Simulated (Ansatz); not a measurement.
Cost and result for the atomization energy of C$_{3}$H$_{5}$F$_{3}$Si, SMILES `C=CC[Si](F)(F)F` (12 atoms, 11 bonds).

| atom | x (Å) | y (Å) | z (Å) |
| --- | --- | --- | --- |
| C1 | 1.295 | 0.607 | 1.483 |
| C2 | 0.590 | -0.341 | 0.883 |
| C3 | -0.757 | -0.142 | 0.263 |
| Si4 | -0.685 | -0.165 | -1.577 |
| F5 | -2.130 | -0.114 | -2.211 |
| F6 | 0.119 | 1.065 | -2.150 |
| F7 | 0.015 | -1.476 | -2.110 |
| H8 | 0.918 | 1.620 | 1.583 |
| H9 | 2.275 | 0.402 | 1.895 |
| H10 | 1.009 | -1.341 | 0.800 |
| H11 | -1.194 | 0.814 | 0.569 |
| H12 | -1.453 | -0.930 | 0.572 |

The species carries charge 0 and has multiplicity 1. The structure was optimised at the PBE0-D4/def2-TZVP level. It is one conformer, not always the lowest. Program: Ansatz. All runs use 4 threads of an Arm Neoverse V2 on a shared host. Times are those of one run each, without the atoms' runs, and a repeat can differ threefold. Electronic energies, without spin–orbit coupling; frozen cores. CCSD(T)/CBS adds CCSD(T) − MP2 in def2-TZVPP to the MP2 limit, and its time is that of the two runs behind it. T1 = 0.011. B3LYP takes the VWN-RPA correlation (the form of Gaussian; ORCA's B3LYP/G). HSE06 is the plane-wave form, built on full-range PBE exchange.

CCSD(T)/CBS is a level of theory with its own doubt, some kJ/mol a heavy atom from the limit and from the frozen cores, so smaller differences don't rank the functionals.

```json
{"level": "BLYP-D4/def2-TZVPP", "functions": "298", "wall time": "2.4 s", "atomization (kcal/mol)": "1251.6", "difference from CCSD(T)/CBS": "-7.9", "per bond": "-0.7"}
{"level": "revPBE-D4/def2-TZVPP", "functions": "298", "wall time": "2.4 s", "atomization (kcal/mol)": "1245.4", "difference from CCSD(T)/CBS": "-14.1", "per bond": "-1.3"}
{"level": "PBE-D4/def2-TZVPP (with forces)", "functions": "298", "wall time": "2.9 s", "atomization (kcal/mol)": "1279.2", "difference from CCSD(T)/CBS": "19.7", "per bond": "1.8"}
{"level": "HSE06-D4/def2-TZVPP", "functions": "298", "wall time": "3.9 s", "atomization (kcal/mol)": "1255.7", "difference from CCSD(T)/CBS": "-3.8", "per bond": "-0.3"}
{"level": "BHLYP-D4/def2-TZVPP", "functions": "298", "wall time": "4 s", "atomization (kcal/mol)": "1214.6", "difference from CCSD(T)/CBS": "-44.9", "per bond": "-4.1"}
{"level": "CAM-B3LYP-D4/def2-TZVPP", "functions": "298", "wall time": "4.3 s", "atomization (kcal/mol)": "1261.2", "difference from CCSD(T)/CBS": "1.7", "per bond": "0.2"}
{"level": "B3LYP-D4/def2-TZVPP (with forces)", "functions": "298", "wall time": "6 s", "atomization (kcal/mol)": "1251.0", "difference from CCSD(T)/CBS": "-8.5", "per bond": "-0.8"}
{"level": "r2SCANh-D4/def2-TZVPP", "functions": "298", "wall time": "6 s", "atomization (kcal/mol)": "1250.9", "difference from CCSD(T)/CBS": "-8.6", "per bond": "-0.8"}
{"level": "ωB97M-V/def2-TZVPP (with forces)", "functions": "298", "wall time": "14 s", "atomization (kcal/mol)": "1258.3", "difference from CCSD(T)/CBS": "-1.2", "per bond": "-0.1"}
{"level": "CCSD(T)/def2-SVP", "functions": "127", "wall time": "14 s", "atomization (kcal/mol)": "1182.2", "difference from CCSD(T)/CBS": "-77.3", "per bond": "-7.0"}
{"level": "MP2/def2-QZVPP", "functions": "562", "wall time": "31 s", "atomization (kcal/mol)": "1281.9", "difference from CCSD(T)/CBS": "22.4", "per bond": "2.0"}
{"level": "CCSD(T)/def2-TZVPP", "functions": "298", "wall time": "16 min", "atomization (kcal/mol)": "1227.1", "difference from CCSD(T)/CBS": "-32.4", "per bond": "-2.9"}
{"level": "CCSD(T)/CBS(def2)", "functions": "–", "wall time": "17 min", "atomization (kcal/mol)": "1259.5", "difference from CCSD(T)/CBS": "0.0", "per bond": "0.0"}
```

At CCSD(T), def2-SVP lies −77.3 kcal/mol from the extrapolated value and def2-TZVPP −32.4 kcal/mol: correlation converges slowly with the basis, and small sets miss more of it in the bonded molecule than in its fragments. From PBE to PBE0 (25 % exact exchange), in def2-TZVPP and without D4, the atomization energy moves by −23.3 kcal/mol: exact exchange takes away binding that semilocal exchange gives to molecules. The D4 term adds +10.2 kcal/mol with B3LYP and +5.4 kcal/mol with PBE0; it sums over pairs of atoms, weighted by their polarisabilities, and B3LYP, whose exchange is more repulsive, gets the larger term.
